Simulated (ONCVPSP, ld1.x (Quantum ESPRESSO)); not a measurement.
# Potentials for C (Z = 6) compared

Generated with ld1.x 7.5 (TM, RRKJ, ultrasoft, PAW), atompaw 4.2 or ONCVPSP 4.0.1. The cutoff is in Ry: for ld1.x and atompaw files where the sum of valence levels is converged to 10 mRy in a Bessel basis, for ONCV files where the hardest occupied wave has 1 mHa per electron of residual kinetic energy. The error is the largest all-electron minus pseudo excitation energy over each file’s own four to seven test configurations (ionisations up to +4, promotions, holes and added fractions of an electron), all of which were solved. The labels leave out finer settings (local radius, basis sizes, second energies), which also bear on the numbers. Spin-polarised tests are not counted. The rows are a selection from randomly drawn settings: files with unsolved tests, undetermined cutoffs or missed reference levels are left out.

A true bound ghost makes a file unfit for plane-wave use even where its test errors are small: the radial tests pick states by their node count and pass the ghost by.

| potential | cutoff (Ry) | largest error (meV) | bound ghosts |
| --- | --- | --- | --- |
| ultrasoft, LDA (PZ), scalar-relativistic, rc 1.10/1.60/1.35 (spd), local smoothed, core correction yes, reference 2s2 2p1.5 | 25 | +221 | none |
| RRKJ, LDA (PZ), non-relativistic, rc 1.00/1.90/1.50 (spd), local smoothed, core correction yes, reference 2s2 2p0 | 80 | +469 | none |
| PAW, PBE, scalar-relativistic, rc 1.00/1.45/1.25 (spd), local smoothed, core correction yes, reference 2s2 2p2 | 30 | -16 | none |
| ONCV, PBE, scalar-relativistic, rc 0.55/2.65/2.90 (spd), local smoothed, core correction no, reference 1s2 2s2 2p2, qcut 26.3/6.1/3.7, projectors 2/2/2 | 466 | +1252 | p |
| ONCV, PBE, scalar-relativistic, rc 1.00/1.65/1.35 (spd), local smoothed, core correction yes, reference 2s2 2p1, qcut 6.7/7.3/6, projectors 2/2/2 | 40 | +271 | none |
| ONCV, BLYP, scalar-relativistic, rc 1.25/1.95 (sp), local smoothed, core correction yes, reference 2s2 2p2, qcut 5.4/6, projectors 3/2 | 28 | +479 | none |

(1) Fill in the row for C: ONCV, PBE, scalar-relativistic, rc 1.00/1.65 (sp), local smoothed, core correction yes, reference 2s2 2p2, qcut 6.5/9.8, projectors 1/2.

(2) Fill in the row for C: ONCV, PW91, non-relativistic, rc 0.85/1.95 (sp), local smoothed, core correction no, reference 2s1.5 2p2.5, qcut 7.7/8.9, projectors 3/2.

(3) Fill in the row for C: ONCV, PBE, scalar-relativistic, rc 0.80/3.10/2.95 (spd), local smoothed, core correction yes, reference 2s2 2p2, qcut 8.9/4.3/3.8, projectors 3/2/2.

## Answers

(1) cutoff 47 Ry, largest error +224 meV, bound ghosts: none.

(2) cutoff 55 Ry, largest error +498 meV, bound ghosts: s.

(3) cutoff 41 Ry, largest error +3211 meV, bound ghosts: s.
